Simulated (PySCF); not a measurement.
A structure optimised at B3LYP-D3(BJ)/def2-SVP, used in a PySCF frequency run:

```
C
N 1 1.4471
H 2 1.0189 1 110.31
C 2 1.4525 3 110.89 1 129.78
H 4 1.1013 2 109.58 3 55.69
H 4 1.1021 5 107.53 2 -118.92
H 4 1.1109 5 107.78 6 -115.09
C 1 1.5193 2 114.45 3 -149.10
H 8 1.0931 1 115.50 2 -3.66
H 8 1.0939 9 114.86 1 144.39
C 8 1.4980 9 117.37 10 147.20
H 11 1.0929 8 117.36 9 0.42
H 11 1.0939 12 115.10 1 -144.22
Si 1 1.8918 2 119.08 3 62.36
H 14 1.4932 1 112.46 2 64.25
H 14 1.4936 15 108.29 7 -157.55
H 14 1.4955 15 107.77 16 -117.75
```
Charge 0, spin multiplicity 1.

Q: Write its SMILES and formula.

A: CNC1([SiH3])CC1, C₄H₁₁NSi

Q: What are its rotational constants (standard atomic weights)?

A: 3.1327, 2.6288, 1.7439 GHz
